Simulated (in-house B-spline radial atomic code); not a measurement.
Configurations of the manganese ion Mn²⁺, with energies counted from [Ar] (3d3/2)4 (3d5/2)1. Level of theory: Dirac-Hartree-Fock, average of each configuration as written, Fermi nucleus of rms radius 3.7057 fm; calculated with a radial B-spline atomic code at the basis-set limit. Energies include first-order Breit, QED and recoil terms.

Occupations are held fixed; configurations that lie above the ionisation limit could autoionise.

```tsv
configuration	E - E(ref) (eV)	highest orbital	its <r> (bohr)
[Ar] (3d5/2)5	0.37609	3d5/2	1.126
[Ar] (3d3/2)3 (3d5/2)1 (4p1/2)1	11.528	4p1/2	2.997
[Ar] (3d3/2)3 (3d5/2)1 6s1	23.957	6s1/2	9.175
[Ar] (3d3/2)4 (6p3/2)1	23.999	6p3/2	10.32
[Ar] (3d3/2)4 (7p3/2)1	25.89	7p3/2	15.44
[Ar] (3d5/2)4 (7d3/2)1	27.764	7d3/2	18.93
[Ne] 3s2 (3p1/2)2 (3p3/2)3 (3d3/2)3 (3d5/2)2 7s1	77.63	7s1/2	13.94
[Ne] 3s2 (3p1/2)1 (3p3/2)4 (3d3/2)2 (3d5/2)3 (7f5/2)1	82.025	7f5/2	22.32
```

**Question.** Order these further configurations by energy, lowest first.
A. [Ar] (3d3/2)1 (3d5/2)3 (7f5/2)1
B. [Ne] 3s2 (3p1/2)1 (3p3/2)4 (3d3/2)2 (3d5/2)3 (6g9/2)1
C. [Ne] 3s2 (3p1/2)2 (3p3/2)3 (3d3/2)4 (3d5/2)1 (7d3/2)1
D. [Ar] (3d3/2)3 (3d5/2)2
E. [Ar] (3d3/2)1 (3d5/2)3 (7g7/2)1

**Answer.** D (0.65676 eV), A (28.684 eV), E (28.696 eV), C (77.209 eV), B (81.138 eV).

**Question.** How far above the reference does [Ar] (3d5/2)4 (4f5/2)1 lie?

**Answer.** 23.162 eV; its least bound orbital is 4f5/2 with <r> = 5.95 bohr.

**Question.** How far above the reference does [Ar] (3d3/2)1 (3d5/2)4 lie?

**Answer.** 0.8446 eV; its least bound orbital is 3d3/2 with <r> = 1.128 bohr.

**Question.** How far above the reference does [Ar] (3d3/2)3 (3d5/2)1 (6g7/2)1 lie?

**Answer.** 27.265 eV; its least bound orbital is 6g7/2 with <r> = 14.66 bohr.
